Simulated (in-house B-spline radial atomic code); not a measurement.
The outermost shell (largest non-relativistic mean radius) with and without relativity; Dirac values are averaged over j. Computed with a B-spline radial code for spherical atoms: non-relativistic Hartree-Fock and Dirac-Hartree-Fock, averages of the configuration (point nuclei without relativity, finite nuclei with it).

```tsv
ion	configuration	outermost shell	radius non-relativistic (bohr)	radius Dirac (bohr)	radius change (%)	level non-relativistic (eV)	level Dirac (eV)	spin-orbit splitting (eV)
B4+	1s1	1s	0.3	0.29987	-0.044384	-340.142	-340.26	-
C4+	1s2	?	?	?	?	?	?	?
N4+	[He] 2s1	2s	1.0525	1.0517	-0.074735	-97.712	-97.777	-
O4+	[He] 2s2	2s	0.93594	0.93503	-0.097072	-111.314	-111.41	-
F4+	[He] 2s2 2p1	2s	0.8429	0.84184	-0.12597	-127.036	-127.19	-
Ne4+	[He] 2s2 2p2	2s	0.76643	0.76522	-0.15895	-143.691	-143.91	-
Mg4+	[He] 2s2 2p4	2s	0.64834	0.6468	-0.23727	-179.817	-180.26	-
Al4+	[He] 2s2 2p5	2s	0.60183	0.60013	-0.28266	-199.295	-199.9	-
Si4+	[He] 2s2 2p6	2s	0.56149	0.55962	-0.33221	-219.723	-220.52	-
P4+	[Ne] 3s1	3s	1.6174	1.6133	-0.25105	-64.457	-64.613	-
S4+	[Ne] 3s2	?	?	?	?	?	?	?
Cl4+	[Ne] 3s2 3p1	?	?	?	?	?	?	?
Ar4+	[Ne] 3s2 3p2	3p	1.3449	1.3436	-0.093994	-73.221	-73.245	0.26767
K4+	[Ne] 3s2 3p3	3p	1.25	1.2486	-0.11267	-79.582	-79.616	0.35823
```

**Question.** Fill in the row of C4+.

**Answer.** outermost shell: 1s; radius non-relativistic (bohr): 0.26676; radius Dirac (bohr): 0.2666; radius change (%): -0.058596; level non-relativistic (eV): -392.304; level Dirac (eV): -392.47.

**Question.** Fill in the row of S4+.

**Answer.** outermost shell: 3s; radius non-relativistic (bohr): 1.4871; radius Dirac (bohr): 1.4829; radius change (%): -0.28557; level non-relativistic (eV): -70.804; level Dirac (eV): -70.999.

**Question.** Fill in the row of Cl4+.

**Answer.** outermost shell: 3p; radius non-relativistic (bohr): 1.456; radius Dirac (bohr): 1.4549; radius change (%): -0.076529; level non-relativistic (eV): -66.967; level Dirac (eV): -66.982; spin-orbit splitting (eV): 0.19558.

**Question.** Which member changes most?

**Answer.** Silicon (Si4+): its 2s shell contracts by 0.3 %.
